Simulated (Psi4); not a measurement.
C₅H₉O, doublet, geometry from GFN2-xTB; REVPBE/STO-3G run with Psi4.

Input for Psi4:
```
memory 2 GB

molecule mol {
0 2
  C    -1.431372    1.511145    0.665828
  C    -0.610080    0.255419    0.387918
  C    -1.370773   -0.700461   -0.524387
  C     0.737650    0.653446   -0.251114
  C     1.724873   -0.440510   -0.359194
  O     1.739028   -1.571627    0.014511
  H    -2.381474    1.244442    1.123068
  H    -0.903634    2.180625    1.341712
  H    -1.635809    2.045035   -0.260172
  H    -0.399692   -0.252468    1.334935
  H    -1.595130   -0.222319   -1.476364
  H    -2.308112   -1.000342   -0.061604
  H    -0.783910   -1.595347   -0.715354
  H     1.218104    1.440741    0.336921
  H     0.575648    1.058415   -1.253540
}

set basis sto-3g
set reference uks

energy('revpbe')
print_variables()
```

Q: What does Psi4 print? Leave out banner, timings and long lists.

A: 
```
   => Loading Basis Set <=

    Name: STO-3G
    Role: ORBITAL
    Keyword: BASIS

         ---------------------------------------------------------
                                   SCF
               by Justin Turney, Rob Parrish, Andy Simmonett
                          and Daniel G. A. Smith
                              UKS Reference
         ---------------------------------------------------------

  ==> Geometry <==

    Molecular point group: c1
    Full point group: C1

    Geometry (in Angstrom), charge = 0, multiplicity = 2:

       Center              X                  Y                   Z               Mass
    ------------   -----------------  -----------------  -----------------  -----------------
         C           -1.527073686545     1.568188874237     0.670139881276    12.000000000000
         C           -0.705781686545     0.312462874237     0.392229881276    12.000000000000
         C           -1.466474686545    -0.643417125763    -0.520075118724    12.000000000000
         C            0.641948313455     0.710489874237    -0.246802118724    12.000000000000
         C            1.629171313455    -0.383466125763    -0.354882118724    12.000000000000
         O            1.643326313455    -1.514583125763     0.018822881276    15.994914619570
         H           -2.477175686545     1.301485874237     1.127379881276     1.007825032230
         H           -0.999335686545     2.237668874237     1.346023881276     1.007825032230
         H           -1.731510686545     2.102078874237    -0.255860118724     1.007825032230
         H           -0.495393686545    -0.195424125763     1.339246881276     1.007825032230
         H           -1.690831686545    -0.165275125763    -1.472052118724     1.007825032230
         H           -2.403813686545    -0.943298125763    -0.057292118724     1.007825032230
         H           -0.879611686545    -1.538303125763    -0.711042118724     1.007825032230
         H            1.122402313455     1.497784874237     0.341232881276     1.007825032230
         H            0.479946313455     1.115458874237    -1.249228118724     1.007825032230

  Running in c1 symmetry.

  Rotational constants: A =      0.22083  B =      0.07604  C =      0.06360 [cm^-1]
  Rotational constants: A =   6620.41213  B =   2279.68808  C =   1906.78568 [MHz]
  Nuclear repulsion =  231.604619009224336

  Charge       = 0
  Multiplicity = 2
  Electrons    = 47
  Nalpha       = 24
  Nbeta        = 23

  ==> Algorithm <==

[...]
      Ntotal   =   46.9999692628 ; deviation = -3.074e-05

   @Spin Contamination Metric:   5.721027075E-04
   @S^2 Expected:                7.500000000E-01
   @S^2 Observed:                7.505721027E-01
   @S   Expected:                5.000000000E-01
   @S   Observed:                5.000000000E-01

    Orbital Energies [Eh]
    ---------------------

    Alpha Occupied:

[...]
    Alpha Virtual:

[...]
    Beta Occupied:

[...]
    Beta Virtual:

[...]
      39A      0.698126

    Final Occupation by Irrep:
              A
    DOCC [    23 ]
    SOCC [     1 ]
    NA   [    24 ]
    NB   [    23 ]

  @DF-UKS Final Energy:  -267.65716565383605

   => Energetics <=

    Nuclear Repulsion Energy =            231.6046190092243364
    One-Electron Energy =                -821.7584777169300878
    Two-Electron Energy =                 361.5666157858588576
    DFT Exchange-Correlation Energy =     -39.0699227319892017
    Empirical Dispersion Energy =           0.0000000000000000
    VV10 Nonlocal Energy =                  0.0000000000000000
    Total Energy =                       -267.6571656538360457

  UHF NO Occupations:
  HONO-2 :   22  A 1.9999252
  HONO-1 :   23  A 1.9998186
  HONO-0 :   24  A 1.0000000
  LUNO+0 :   25  A 0.0001814
  LUNO+1 :   26  A 0.0000748
  LUNO+2 :   27  A 0.0000132
  LUNO+3 :   28  A 0.0000070

Computation Completed

Properties will be evaluated at   0.000000,   0.000000,   0.000000 [a0]

Properties computed using the SCF density matrix

 Multipole Moments:

 ------------------------------------------------------------------------------------
     Multipole            Electronic (a.u.)      Nuclear  (a.u.)        Total (a.u.)
 ------------------------------------------------------------------------------------

 L = 1.  Multiply by 2.5417464519 to convert [e a0] to [Debye]
 Dipole X            :          8.1000498           -8.4999433           -0.3998935
 Dipole Y            :         -4.5993375            5.0664731            0.4671355
 Dipole Z            :         -0.3445997            0.3829614            0.0383617
 Magnitude           :                                                    0.6161185

 ------------------------------------------------------------------------------------

  Variable Map:
  ----------------------------------------------------------------------------
[...]
  Array Variable Map:
  ----------------------------------------------------------------------------
[...]
[...]
```
